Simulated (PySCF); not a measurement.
Electron correlation in Sn (tin, neutral)

[Kr] 4d10 5s1 5p3, high-spin 5S determinant (an excited configuration). Computed with PySCF 2.14 in aug-cc-pVQZ-PP with ECP28MDF (7s7p5d3f2g, 92 functions), with a scalar-relativistic core potential. Frozen: 4s2 4p6 4d10; 4 electrons correlated.

| level | correlation energy (mhartree) |
| --- | --- |
| CCSD | -22.13 |
| (T) | -0.39 |
| CCSD(T) | -22.52 |

Diagnostics: T1 = 0.0027, D1 = 0.0059, largest double amplitude 0.036.

Cost of the coupled-cluster step: roughly 30 core-seconds, for 4 correlated electrons.
